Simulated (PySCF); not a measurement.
Input of a run (PBE0-D3(BJ)/def2-SVP geometry optimisation, gas phase (PySCF 2.14.0)), started from a GFN2-xTB structure with every atom displaced at random (by about 0.01 Å):
```
{"job": {"xc": "PBE0", "basis": "def2-SVP", "d3": "d3bj", "grid": 1, "shake": 0.01, "kind": "geom"}, "charge": 0, "multiplicity": 1}
O      0.240940    -1.855450     1.517380
S      0.297670    -1.527800     0.084710
C     -1.205480    -0.467390    -0.319910
Si    -0.196760     1.168050    -0.086830
C      1.306420     0.039460    -0.066280
H     -1.510530    -0.693140    -1.324490
H     -1.980640    -0.697230     0.378200
H     -0.281780     2.067200    -1.242720
H     -0.494540     1.825780     1.213260
H      1.883570    -0.003140    -0.964420
H      1.979250     0.117820     0.795430
```

Output (energies in Eh, forces in Eh/bohr):
```
step   0  E = -841.89904592  max force = 0.029609
step   1  E = -841.90294347  max force = 0.007439
step   2  E = -841.90344238  max force = 0.002130
step   3  E = -841.90361039  max force = 0.000796
step   4  E = -841.90366291  max force = 0.000912
step   5  E = -841.90375605  max force = 0.001222
step   6  E = -841.90383927  max force = 0.001486
step   7  E = -841.90397615  max force = 0.001258
step   8  E = -841.90404959  max force = 0.001014
step   9  E = -841.90408319  max force = 0.000551
step  10  E = -841.90410252  max force = 0.000431
step  11  E = -841.90410894  max force = 0.000321
optimisation converged
```

Question: Summarise the run.

Answer: The energy falls by 13.3 kJ/mol over 12 energy and gradient evaluations, the largest force component goes from 0.0296 to 3.2e-04 Eh/bohr, and the atoms move by 0.190 Å rms after alignment. The bond that changes most is C3–Si4 (sp3 carbon bound to sulfur to SiH2 silicon), which shortens by 0.039 Å. Bonds longer at the end by more than 0.005 Å: 6 of 11; shorter: 2. Among the angles that change most is Si4–C5–H11, from 117.2° to 122.0°. Among the dihedrals that turn most is O1–S2–C5–H10, from 145° to 160°. The energy never rose by more than 1e-6 Eh on the way. The first step brought 77 % of the lowering.

Question: What are the final bond lengths?

Answer: O1=S2 1.500 Å, S2–C3 1.865 Å, C3–Si4 1.896 Å, Si4–C5 1.896 Å, S2–C5 1.865 Å, C3–H6 1.103 Å, C3–H7 1.098 Å, Si4–H8 1.494 Å, Si4–H9 1.487 Å, C5–H10 1.103 Å, C5–H11 1.099 Å. Numbering counts from 1 in the input's order; the species is `O=S1C[SiH2]C1`.

The run used 108 basis functions and 79 SCF cycles in all.

Whether it is a minimum is left open (no frequencies). One conformer, not necessarily the lowest.
